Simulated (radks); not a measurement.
The lutetium ion Lu2+, configuration [Kr] 4d10 4f14 5s2 5p5.75 6s1 5d0.25 (fractional occupations, a model configuration). All-electron calculation, Dirac Kohn-Sham, PW91, spin-unpolarised, spherical densities, finite nucleus; open shells are shared between the two j in proportion to 2j + 1; Fermi nuclear charge, rms radius 5.37 fm. Program: a radial shooting solver on a logarithmic mesh with Libxc functionals.

Spin-orbit splittings of the eigenvalues, e(l+1/2) - e(l-1/2), with zeta = 2 splitting/(2l+1) and mean radii in bohr:

| shell | occ. | splitting (eV) | zeta (eV) | <r> j=l-1/2 | <r> j=l+1/2 |
|---|---|---|---|---|---|
| 2p | 6 | 1118 | 745.2 | 0.06740 | 0.07501 |
| 3p | 6 | 238.4 | 158.9 | 0.2020 | 0.2162 |
| 3d | 10 | 52.06 | 20.82 | 0.1898 | 0.1942 |
| 4p | 6 | 54.25 | 36.16 | 0.4850 | 0.5177 |
| 4d | 10 | 9.900 | 3.960 | 0.5410 | 0.5526 |
| 4f | 14 | 1.530 | 0.4370 | 0.7097 | 0.7243 |
| 5p | 5.75 | ? | ? | 1.302 | 1.408 |
| 5d | 0.25 | 0.5321 | 0.2129 | 2.119 | 2.177 |
| 6p | 0 | 0.8531 | 0.5687 | 3.631 | 3.855 |

Estimate the 5p splitting.

Answer. 7.066 eV (zeta = 4.710 eV).
